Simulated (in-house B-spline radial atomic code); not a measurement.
The numbers below are computed, except where a source is named.
C6 from the polarisability at imaginary frequency: Tl⁺

PBEsol linear response of the closed shell [Xe] 4f14 5d10 6s2, from an all-electron radial atomic-structure program (B-spline basis); scalar-relativistic (spin-free one-electron X2C), finite nucleus, no spin-orbit coupling; shells from n = 4 respond.

The dispersion coefficient of two like species is C6 = (3/π) ∫ α(iu)² du from 0 to ∞.

```json
{"u (hartree)": "0", "α(iu) (bohr³)": "19.86"}
{"u (hartree)": "0.0849", "α(iu) (bohr³)": "19.09"}
{"u (hartree)": "0.198", "α(iu) (bohr³)": "16.45"}
{"u (hartree)": "0.339", "α(iu) (bohr³)": "12.91"}
{"u (hartree)": "0.566", "α(iu) (bohr³)": "8.995"}
{"u (hartree)": "0.849", "α(iu) (bohr³)": "6.315"}
{"u (hartree)": "1.27", "α(iu) (bohr³)": "4.237"}
{"u (hartree)": "1.98", "α(iu) (bohr³)": "2.559"}
{"u (hartree)": "2.83", "α(iu) (bohr³)": "1.613"}
{"u (hartree)": "4.24", "α(iu) (bohr³)": "0.9079"}
{"u (hartree)": "7.07", "α(iu) (bohr³)": "0.419"}
{"u (hartree)": "14.1", "α(iu) (bohr³)": "0.1448"}
```

Fit one oscillator, α(iu) = α(0)/(1 + u²/ω²), through u = 0.339 and estimate C6.

From α(0)/α(iu) − 1 = 19.86/12.91 − 1 = 0.5383, ω = u/√0.5383 = 0.4620 hartree (12.6 eV). London's formula gives C6 = (3/4) α(0)² ω = 0.75 × 19.86² × 0.4620 = 136.7 hartree·bohr⁶, and the oscillator holds f = α(0) ω² = 4.24 electrons, of a sum of oscillator strengths of 58.9.

How does that compare with the full integral?

The program's quadrature over all excitations gives C6 = 160.8, so the single oscillator is off by -15.0 %. At the last point the fit gives α = 0.0213 against 0.145: higher excitations, and deeper shells where there are any, keep the true curve higher at large u.
